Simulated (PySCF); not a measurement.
Compound: C₈H₁₆N₂.
SMILES with atom numbers: `[CH2:1]=[CH:2][N:3]1[CH2:4][CH2:5][CH2:6][N:7]1[CH:8]([CH3:9])[CH3:10]`

Structure used (GFN2-xTB), in Å, numbered top down from 1:
```xyz
26
C8H16N2 angstrom
C      3.1602   -0.0728   -1.4461
C      1.8726    0.2512   -1.3564
N      1.0371   -0.0518   -0.3122
C      1.5621   -0.2684    1.0264
C      0.4928    0.2955    1.9669
C     -0.3356    1.1871    1.0276
N     -0.2269    0.5929   -0.2928
C     -1.3012   -0.3021   -0.7287
C     -2.5418    0.5295   -1.0471
C     -1.6419   -1.4530    0.2230
H      3.7199    0.1577   -2.3328
H      3.6886   -0.5835   -0.6612
H      1.3608    0.7396   -2.1743
H      2.5127    0.2663    1.1388
H      1.7447   -1.3343    1.1973
H     -0.1192   -0.5026    2.3845
H      0.9281    0.8613    2.7876
H     -1.3736    1.2827    1.3377
H      0.1082    2.1877    0.9773
H     -0.9274   -0.7348   -1.6648
H     -3.2636   -0.0750   -1.5899
H     -2.2675    1.3841   -1.6589
H     -3.0169    0.8920   -0.1386
H     -2.3772   -2.1039   -0.2443
H     -0.7534   -2.0413    0.4394
H     -2.0626   -1.0816    1.1550
```

NICS = −σ at a ghost point: NICS(0) at the centroid of the ring atoms, NICS(1) 1 Å to either side along the normal of their mean plane, zz for the tensor component along that normal. Level: GIAO PBE0/pcSseg-1 (PySCF, non-relativistic, gas phase) on the GFN2-xTB geometry, one conformer.

Ring bond lengths (Å), with Mayer bond orders in brackets: N3–C4 1.454 (0.91), C4–C5 1.532 (1.03), C5–C6 1.537 (1.02), C6–N7 1.452 (0.95), N7–N3 1.419 (0.98).

**Question.** Give the NICS values of each ring in ppm.

**Answer.** 
| ring | type | NICS(0) | NICS(1), two faces | NICS(1)zz, two faces | rms pucker (Å) | centre to ring atoms, mean (Å) |
| --- | --- | --- | --- | --- | --- | --- |
| N3–C4–C5–C6–N7 | 5-membered ring with 2 N; formal bonds all single | -9.2 | -4.1 / -3.9 | -9.2 / -6.6 | 0.13 | 1.25 |

**Question.** What do they say, and how far can they be read as aromaticity?

**Answer.** 
- N3–C4–C5–C6–N7: mean NICS(1)zz -7.9 ppm, shielded. C4, C5, C6 have four or more neighbours, and the NICS criterion for π rings isn't applied. NICS(0) lies 5 ppm below the mean NICS(1).

**Question.** At the first NICS(1) probe listed for ring N3–C4–C5–C6–N7, 1 Å off the ring, how large is the induced field along the normal in 14.1 T applied along it?

**Answer.** NICSzz × B0 = -9.2 ppm × 14.1 T = -130 μT, against the applied field.

**Question.** Give the inner angles of the rings and the Hirshfeld charges of the ring atoms.

**Answer.** 
- N3–C4–C5–C6–N7: N3 112.1° (-0.018 e), C4 105.0° (-0.023 e), C5 102.4° (-0.075 e), C6 106.1° (-0.029 e), N7 105.4° (-0.050 e); sum 531.0° against 540° for a flat convex ring.

**Question.** What are the shieldings of the ring atoms and their hydrogens in the same run (means over atoms taken as equivalent)?

**Answer.** 
```json
{"atoms": "N3", "environment": "hydrazine nitrogen", "σ isotropic (ppm)": "116.5"}
{"atoms": "C4", "environment": "sp3 carbon bound to nitrogen", "σ isotropic (ppm)": "137.3"}
{"atoms": "C5", "environment": "ring CH2 carbon", "σ isotropic (ppm)": "153.8"}
{"atoms": "C6", "environment": "sp3 carbon bound to nitrogen", "σ isotropic (ppm)": "141.4"}
{"atoms": "N7", "environment": "hydrazine nitrogen", "σ isotropic (ppm)": "127.7"}
{"atoms": "H14 (×2)", "environment": "methylene hydrogen", "σ isotropic (ppm)": "28.56"}
{"atoms": "H16 (×2)", "environment": "methylene hydrogen", "σ isotropic (ppm)": "29.67"}
{"atoms": "H18 (×2)", "environment": "methylene hydrogen", "σ isotropic (ppm)": "28.86"}
```

Time: 75 s wall (with the writing of density and orbital grids); peak memory 1.1 GiB. Hardware: an Arm Neoverse V1 with one thread, shared host with 32 logical CPUs at a one-minute load of 15. This is the whole shielding run at PBE0/pcSseg-1, SCF included.
